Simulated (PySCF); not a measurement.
PySCF input for C2H10O2Si2, SMILES C[C@@H](O[SiH3])[SiH2]O, SMD-PBE0/6-31G*. Geometry optimised at ωB97X-D3(BJ)/def2-SVP. The structure was generated by enumeration; whether it is a known compound was not checked. The values are those of a single conformer.

```python
import numpy as np
from pyscf import gto, scf, dft
from pyscf.solvent import smd

mol = gto.M(
    atom='''
    C    -0.73125836   -0.33323904   -1.83003965
    C    -0.09087772   -0.62300052   -0.47846014
    O     0.65502432    0.52995048   -0.02751811
    Si    2.29771690    0.67496824   -0.30366248
    Si   -1.34249992   -0.83390766    0.93428723
    O    -1.94388701    0.69755563    1.21001698
    H     0.02898731   -0.07946878   -2.58669105
    H    -1.29500680   -1.20980137   -2.18722748
    H    -1.42966043    0.51408560   -1.74461499
    H     0.58110680   -1.50042238   -0.55975555
    H     2.59876098    0.64582172   -1.76593671
    H     2.71308256    1.97580994    0.28059322
    H     3.03296199   -0.44878743    0.34913815
    H    -0.62948145   -1.39417285    2.12045794
    H    -2.48070883   -1.71993717    0.56824706
    H    -1.24936216    1.35941300    1.08805039
    ''',
    basis='6-31G*',
    charge=0,
    spin=0,
    max_memory=1600,
    verbose=3,
)
mf = dft.RKS(mol, xc='pbe0').density_fit(auxbasis='def2-universal-jkfit')
mf.grids.level = 3
mf.conv_tol = 1e-9
mf.max_cycle = 100
mf.kernel()
res = {}
for name in ['water', '1-octanol', 'toluene']:
    s = mf.SMD()
    s.with_solvent.solvent, s.with_solvent.sasa_ng = name, 194
    s.kernel(mf.make_rdm1())
    res[name] = (s.e_tot, s.with_solvent.get_cds(), s.dip_moment(), s.mo_energy, s.converged)
    print(f'SMD {name}: dG(solv) = {(s.e_tot - mf.e_tot) * 627.509474:.3f} kcal/mol, of which CDS {res[name][1] * 627.509474:.3f}')
```

It prints:

```
converged SCF energy = -811.159285313991
converged SCF energy = -811.162552948718
Dipole moment(X, Y, Z, Debye):  2.30291, -0.94715, -1.79879
SMD water: dG(solv) = -2.050 kcal/mol, of which CDS 4.253
converged SCF energy = -811.166534514353
Dipole moment(X, Y, Z, Debye):  2.19968, -0.85078, -1.72771
SMD 1-octanol: dG(solv) = -4.549 kcal/mol, of which CDS 0.466
converged SCF energy = -811.164073627602
Dipole moment(X, Y, Z, Debye):  1.95657, -0.69183, -1.54304
SMD toluene: dG(solv) = -3.005 kcal/mol, of which CDS -1.617
```

Self-consistency was reached.

Cost: about 2.0 core-minutes (a rough figure).
